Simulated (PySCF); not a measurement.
CH6O3Si2, SMILES OC(=O)[SiH2][SiH2]O (GFN2-xTB optimised geometry):

```
12

O      0.179     1.714     0.516
C      0.959     0.782     0.538
O      2.212     0.933     0.955
Si     0.503    -1.012     0.000
Si    -1.814    -1.012     0.000
O     -2.336     0.520     0.000
H      2.394     1.855     1.215
H      1.232    -1.855     0.950
H      1.195    -1.145    -1.289
H     -2.394    -1.619    -1.200
H     -2.364    -1.683     1.186
H     -1.723     1.239     0.186
```

Method: PBE/def2-TZVP run with PySCF.

What are the frontier orbital energies and the dipole moment?

HOMO-2 -7.28 eV, HOMO-1 -6.98 eV, HOMO -6.66 eV, LUMO -2.11 eV, LUMO+1 -1.62 eV; dipole moment 2.37 D.

On the same geometry PBE0/def2-TZVP run with PySCF gives HOMO-2 -8.68 eV, HOMO-1 -8.45 eV, HOMO -8.12 eV, LUMO -1.10 eV, LUMO+1 -0.80 eV; dipole moment 2.47 D.

Meta-Löwdin charges at PBE/def2-TZVP: O1 -0.44, C2 0.31, O3 -0.42, Si4 0.23, Si5 0.64, O6 -0.73, H7 0.35, H8 -0.05, H9 -0.05, H10 -0.09, H11 -0.10, H12 0.35.
